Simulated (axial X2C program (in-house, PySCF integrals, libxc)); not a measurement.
Worked dissociation energy of NaNb⁺: B3LYP, without spin–orbit coupling

Computed with an in-house relativistic program for diatomic molecules. Spin-free means the one-electron spin-free X2C Hamiltonian. Basis: Nb dyall-cv3z [11s12p9d5f3g], Na dyall-cv3z [9s8p5d2f] (cores contracted in-house); Gaussian nuclei, density fitting, unrestricted open shells. Masses: Nb 92.906 u, Na 22.990 u.

Molecular state: M_S = 5/2, Λ = 2 (beyond evenly filled blocks: 2 × σα, π+α, π-α, δ+α).

| Property | Result |
| --- | --- |
| E(Nb) (2M_S = 5, M_L = 0) | -3819.437026 hartree |
| E(Na+) (2M_S = 0, M_L = 0) | -162.314730 hartree |
| E(NaNb⁺) at Re | -3981.777270 hartree |
| ωe | 120.2 cm⁻¹ |
| ωexe | 0.592 cm⁻¹ |

Problem. Work out De and D0.

Solution. De = -3819.437026 + (-162.314730) − (-3981.777270) = 0.02551 hartree = 0.694 eV. The zero-point energy is ωe/2 − ωexe/4 = 60 cm⁻¹ = 0.007 eV, so D0 = 0.687 eV.

One determinant describes the state; a PBE0 search over occupations chose it and may have missed a lower one. Dissociation energies refer to the lowest single-determinant-based atoms at the same level and basis. Other states lie close and PBE0, whose exact exchange favours high spin, may order them wrongly; the determinant shown need not be the ground state. The nearest other spin-free determinant of the search, M_S = 5/2, Λ = 0, lies 0.04 eV up at the distance of the search. The functionals have no current-density term, which raises determinants with orbital currents, atoms included. The atomic limit has a lower orbital projection than the molecule and lies lower at mean-field level, so De may be about a tenth of an eV too small.

Each atomic determinant is the lowest at this level and need not be a pure term. Totals compare only within one Hamiltonian and basis.
